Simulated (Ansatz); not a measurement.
GeH4. The state is a singlet with charge 0. Geometry B3LYP-D4/def2-TZVP, basis def2-TZVP, Ansatz.

```tsv
atom	x (Å)	y (Å)	z (Å)
Ge1	0.000	0.000	0.000
H2	0.504	1.434	0.216
H3	-0.917	-0.040	-1.231
H4	-0.785	-0.459	1.238
H5	1.197	-0.935	-0.223
```

```tsv
run	HOMO (eV)	LUMO (eV)
A	-9.88	1.41
B	-9.25	0.70
C	-12.12	3.08
D	-9.65	1.07
E	-8.70	0.71
F	-9.45	0.69
```

B3LYP takes the VWN-RPA correlation. HSE06 is defined as in plane-wave codes, on full-range PBE exchange.

Question: The runs used B3LYP, HSE06, PBE0, r2SCAN, r2SCAN0, ωB97X-V. Estimate which is which.

Answer: A r2SCAN0 (25 % exact exchange); B HSE06 (range-separated); C ωB97X-V (range-separated); D PBE0 (25 % exact exchange); E r2SCAN (0 % exact exchange); F B3LYP (20 % exact exchange). Exact exchange lowers occupied and raises empty levels; among semilocal functionals meta-GGAs tend to open the gap a little, and such runs are hard to tell apart. The gap grows from 9.41 eV (r2SCAN) to 15.20 eV (ωB97X-V).
